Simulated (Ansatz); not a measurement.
# Molecular dynamics of H$_{3}$NaSn

input.yaml

```yaml
crystal:
  periodic: [false, false, false]
  atoms:
    - { symbol: Na, position_ang: [-2.819328, 0.373249, 0.298873] }
    - { symbol: Sn, position_ang: [0.134346, -0.017533, -0.014527] }
    - { symbol: H, position_ang: [0.811303, 0.414819, -1.558347] }
    - { symbol: H, position_ang: [0.722837, -1.642417, 0.19106] }
    - { symbol: H, position_ang: [1.150842, 0.871872, 1.082941] }
basis:
  gaussian: { orbitals: def2-SVP }
hamiltonian:
  xc: hf
md:
  timestep: 0.5
  n_steps: 100
  ensemble: nvt_nose_hoover
  temperature: 100.0
  initial_velocities: maxwell_boltzmann
  seed: 568484
  nose_hoover: { tau: 20.0, chain_length: 5 }
  temperature_schedule:
    - { n_steps: 25, end_temperature: 100.0 }
    - { n_steps: 75, end_temperature: 300.0 }
```

Launched with:

```bash
$ ansatz run input.yaml --threads 1 --pin off --max-ram 2048MiB --backend cpu --events-out ev --progress --plain --runs-dir out
```

It starts from a relaxed structure.

Output, in part (one step line in 2, the closing report, with atoms numbered from 0):

```
md step     0: t =     0.00 fs  T =   100.0 K (target 100.0 K)  F+E_penalty+E_count = -10255.02887467 eV  E_kin = 0.038778 eV  conserved = -10254.99009667 eV  (29 SCF iters)
md step     2: t =     1.00 fs  T =    96.7 K (target 100.0 K)  F+E_penalty+E_count = -10255.02759221 eV  E_kin = 0.037502 eV  conserved = -10254.99009114 eV  (24 SCF iters)
md step     4: t =     2.00 fs  T =    88.1 K (target 100.0 K)  F+E_penalty+E_count = -10255.02423945 eV  E_kin = 0.034171 eV  conserved = -10254.99007644 eV  (23 SCF iters)
md step     6: t =     3.00 fs  T =    76.6 K (target 100.0 K)  F+E_penalty+E_count = -10255.01972442 eV  E_kin = 0.029699 eV  conserved = -10254.99005893 eV  (24 SCF iters)
md step     8: t =     4.00 fs  T =    64.9 K (target 100.0 K)  F+E_penalty+E_count = -10255.01512573 eV  E_kin = 0.025167 eV  conserved = -10254.99004619 eV  (24 SCF iters)
md step    10: t =     5.00 fs  T =    55.1 K (target 100.0 K)  F+E_penalty+E_count = -10255.01123247 eV  E_kin = 0.021364 eV  conserved = -10254.99004276 eV  (24 SCF iters)
md step    12: t =     6.00 fs  T =    47.7 K (target 100.0 K)  F+E_penalty+E_count = -10255.00826832 eV  E_kin = 0.018515 eV  conserved = -10254.99004764 eV  (22 SCF iters)
md step    14: t =     7.00 fs  T =    42.1 K (target 100.0 K)  F+E_penalty+E_count = -10255.00594615 eV  E_kin = 0.016338 eV  conserved = -10254.99005537 eV  (22 SCF iters)
md step    16: t =     8.00 fs  T =    37.0 K (target 100.0 K)  F+E_penalty+E_count = -10255.00379154 eV  E_kin = 0.014360 eV  conserved = -10254.99005966 eV  (22 SCF iters)
md step    18: t =     9.00 fs  T =    31.7 K (target 100.0 K)  F+E_penalty+E_count = -10255.00152141 eV  E_kin = 0.012296 eV  conserved = -10254.99005701 eV  (22 SCF iters)
md step    20: t =    10.00 fs  T =    26.5 K (target 100.0 K)  F+E_penalty+E_count = -10254.99926780 eV  E_kin = 0.010266 eV  conserved = -10254.99004795 eV  (22 SCF iters)
md step    22: t =    11.00 fs  T =    22.7 K (target 100.0 K)  F+E_penalty+E_count = -10254.99755815 eV  E_kin = 0.008788 eV  conserved = -10254.99003632 eV  (22 SCF iters)
md step    24: t =    12.00 fs  T =    22.1 K (target 100.0 K)  F+E_penalty+E_count = -10254.99709403 eV  E_kin = 0.008572 eV  conserved = -10254.99002721 eV  (22 SCF iters)
md step    26: t =    13.00 fs  T =    26.4 K (target 101.3 K)  F+E_penalty+E_count = -10254.99844266 eV  E_kin = 0.010226 eV  conserved = -10254.99002496 eV  (23 SCF iters)
md step    28: t =    14.00 fs  T =    36.1 K (target 106.7 K)  F+E_penalty+E_count = -10255.00176219 eV  E_kin = 0.013987 eV  conserved = -10254.99003165 eV  (22 SCF iters)
md step    30: t =    15.00 fs  T =    50.5 K (target 112.0 K)  F+E_penalty+E_count = -10255.00665572 eV  E_kin = 0.019565 eV  conserved = -10254.99004627 eV  (24 SCF iters)
md step    32: t =    16.00 fs  T =    67.4 K (target 117.3 K)  F+E_penalty+E_count = -10255.01220970 eV  E_kin = 0.026150 eV  conserved = -10254.99006474 eV  (22 SCF iters)
md step    34: t =    17.00 fs  T =    84.1 K (target 122.7 K)  F+E_penalty+E_count = -10255.01722420 eV  E_kin = 0.032604 eV  conserved = -10254.99008092 eV  (22 SCF iters)
md step    36: t =    18.00 fs  T =    97.5 K (target 128.0 K)  F+E_penalty+E_count = -10255.02058202 eV  E_kin = 0.037806 eV  conserved = -10254.99008862 eV  (23 SCF iters)
md step    38: t =    19.00 fs  T =   105.8 K (target 133.3 K)  F+E_penalty+E_count = -10255.02163424 eV  E_kin = 0.041036 eV  conserved = -10254.99008447 eV  (22 SCF iters)
md step    40: t =    20.00 fs  T =   108.9 K (target 138.7 K)  F+E_penalty+E_count = -10255.02043039 eV  E_kin = 0.042237 eV  conserved = -10254.99007019 eV  (22 SCF iters)
md step    42: t =    21.00 fs  T =   108.2 K (target 144.0 K)  F+E_penalty+E_count = -10255.01764385 eV  E_kin = 0.041971 eV  conserved = -10254.99005273 eV  (23 SCF iters)
md step    44: t =    22.00 fs  T =   105.9 K (target 149.3 K)  F+E_penalty+E_count = -10255.01417615 eV  E_kin = 0.041066 eV  conserved = -10254.99004088 eV  (22 SCF iters)
md step    46: t =    23.00 fs  T =   103.4 K (target 154.7 K)  F+E_penalty+E_count = -10255.01062906 eV  E_kin = 0.040091 eV  conserved = -10254.99003995 eV  (22 SCF iters)
md step    48: t =    24.00 fs  T =   100.6 K (target 160.0 K)  F+E_penalty+E_count = -10255.00696343 eV  E_kin = 0.038994 eV  conserved = -10254.99004791 eV  (22 SCF iters)
md step    50: t =    25.00 fs  T =    95.8 K (target 165.3 K)  F+E_penalty+E_count = -10255.00257802 eV  E_kin = 0.037141 eV  conserved = -10254.99005670 eV  (22 SCF iters)
md step    52: t =    26.00 fs  T =    87.0 K (target 170.7 K)  F+E_penalty+E_count = -10254.99676778 eV  E_kin = 0.033741 eV  conserved = -10254.99005738 eV  (29 SCF iters)
md step    54: t =    27.00 fs  T =    73.2 K (target 176.0 K)  F+E_penalty+E_count = -10254.98927528 eV  E_kin = 0.028403 eV  conserved = -10254.99004540 eV  (22 SCF iters)
md step    56: t =    28.00 fs  T =    55.4 K (target 181.3 K)  F+E_penalty+E_count = -10254.98061806 eV  E_kin = 0.021501 eV  conserved = -10254.99002261 eV  (22 SCF iters)
md step    58: t =    29.00 fs  T =    36.6 K (target 186.7 K)  F+E_penalty+E_count = -10254.97203965 eV  E_kin = 0.014188 eV  conserved = -10254.98999579 eV  (22 SCF iters)
md step    60: t =    30.00 fs  T =    20.8 K (target 192.0 K)  F+E_penalty+E_count = -10254.96513500 eV  E_kin = 0.008068 eV  conserved = -10254.98997359 eV  (22 SCF iters)
md step    62: t =    31.00 fs  T =    12.1 K (target 197.3 K)  F+E_penalty+E_count = -10254.96131822 eV  E_kin = 0.004685 eV  conserved = -10254.98996340 eV  (22 SCF iters)
md step    64: t =    32.00 fs  T =    12.9 K (target 202.7 K)  F+E_penalty+E_count = -10254.96132622 eV  E_kin = 0.004995 eV  conserved = -10254.98996889 eV  (22 SCF iters)
md step    66: t =    33.00 fs  T =    23.2 K (target 208.0 K)  F+E_penalty+E_count = -10254.96492740 eV  E_kin = 0.009013 eV  conserved = -10254.98998851 eV  (22 SCF iters)
md step    68: t =    34.00 fs  T =    40.6 K (target 213.3 K)  F+E_penalty+E_count = -10254.97095717 eV  E_kin = 0.015761 eV  conserved = -10254.99001527 eV  (22 SCF iters)
md step    70: t =    35.00 fs  T =    60.9 K (target 218.7 K)  F+E_penalty+E_count = -10254.97771920 eV  E_kin = 0.023615 eV  conserved = -10254.99003842 eV  (24 SCF iters)
md step    72: t =    36.00 fs  T =    79.9 K (target 224.0 K)  F+E_penalty+E_count = -10254.98365565 eV  E_kin = 0.030965 eV  conserved = -10254.99004757 eV  (23 SCF iters)
md step    74: t =    37.00 fs  T =    95.3 K (target 229.3 K)  F+E_penalty+E_count = -10254.98802101 eV  E_kin = 0.036950 eV  conserved = -10254.99003848 eV  (23 SCF iters)
md step    76: t =    38.00 fs  T =   107.8 K (target 234.7 K)  F+E_penalty+E_count = -10254.99118143 eV  E_kin = 0.041820 eV  conserved = -10254.99001750 eV  (24 SCF iters)
md step    78: t =    39.00 fs  T =   120.2 K (target 240.0 K)  F+E_penalty+E_count = -10254.99425542 eV  E_kin = 0.046630 eV  conserved = -10254.98999998 eV  (30 SCF iters)
md step    80: t =    40.00 fs  T =   134.9 K (target 245.3 K)  F+E_penalty+E_count = -10254.99819318 eV  E_kin = 0.052321 eV  conserved = -10254.99000088 eV  (25 SCF iters)
md step    82: t =    41.00 fs  T =   151.6 K (target 250.7 K)  F+E_penalty+E_count = -10255.00286119 eV  E_kin = 0.058782 eV  conserved = -10254.99002340 eV  (24 SCF iters)
md step    84: t =    42.00 fs  T =   166.5 K (target 256.0 K)  F+E_penalty+E_count = -10255.00681187 eV  E_kin = 0.064578 eV  conserved = -10254.99005579 eV  (24 SCF iters)
md step    86: t =    43.00 fs  T =   174.3 K (target 261.3 K)  F+E_penalty+E_count = -10255.00795266 eV  E_kin = 0.067588 eV  conserved = -10254.99007943 eV  (23 SCF iters)
md step    88: t =    44.00 fs  T =   170.5 K (target 266.7 K)  F+E_penalty+E_count = -10255.00466201 eV  E_kin = 0.066120 eV  conserved = -10254.99008088 eV  (24 SCF iters)
md step    90: t =    45.00 fs  T =   154.2 K (target 272.0 K)  F+E_penalty+E_count = -10254.99664274 eV  E_kin = 0.059793 eV  conserved = -10254.99005827 eV  (24 SCF iters)
md step    92: t =    46.00 fs  T =   128.2 K (target 277.3 K)  F+E_penalty+E_count = -10254.98509557 eV  E_kin = 0.049731 eV  conserved = -10254.99001980 eV  (24 SCF iters)
md step    94: t =    47.00 fs  T =    98.3 K (target 282.7 K)  F+E_penalty+E_count = -10254.97226038 eV  E_kin = 0.038123 eV  conserved = -10254.98997832 eV  (23 SCF iters)
md step    96: t =    48.00 fs  T =    70.8 K (target 288.0 K)  F+E_penalty+E_count = -10254.96063756 eV  E_kin = 0.027460 eV  conserved = -10254.98994611 eV  (22 SCF iters)
md step    98: t =    49.00 fs  T =    51.0 K (target 293.3 K)  F+E_penalty+E_count = -10254.95221646 eV  E_kin = 0.019763 eV  conserved = -10254.98993137 eV  (22 SCF iters)
md step   100: t =    50.00 fs  T =    41.4 K (target 298.7 K)  F+E_penalty+E_count = -10254.94793992 eV  E_kin = 0.016061 eV  conserved = -10254.98993639 eV  (31 SCF iters)
Total energy: -10254.94793992 eV, -376.8623857388 hartree
Atom 0 at    -2.791889     0.367327     0.305714 Å, force    -0.092373     0.013291    -0.020139 eV/Å
Atom 1 at     0.127519    -0.014869    -0.019940 Å, force     0.543039    -0.621056     0.730407 eV/Å
Atom 2 at     1.012327     0.363905    -1.447193 Å, force     0.065512     0.026866    -0.190820 eV/Å
Atom 3 at     0.747550    -1.636634     0.417038 Å, force    -0.357037     0.289908    -0.390246 eV/Å
Atom 4 at     1.103337     0.738316     1.227289 Å, force    -0.159141     0.290991    -0.129201 eV/Å
Dipole moment:    -2.065387     0.313802     0.148826 e Å
```

All steps were run. The conserved energy stayed within 0.033 meV per atom of its start (net change 0.032 meV per atom), so the integration is sound. The schedule's set-point averaged 233 K over the second half and the system 87 K, so it lags behind the ramp. A run of 0.05 ps of so small a system gives no equilibrium averages.

The same pairs are bonded in the first frame and the last. Pairs count as bonded within 1.25 times the sum of covalent radii (0.12 Å more for H–H).

Last frame:

```xyz
5
Properties=species:S:1:pos:R:3
Na -2.792 0.367 0.306
Sn 0.128 -0.015 -0.020
H 1.012 0.364 -1.447
H 0.748 -1.637 0.417
H 1.103 0.738 1.227
```

Run time: 78 s on 1 CPU thread of a shared host.
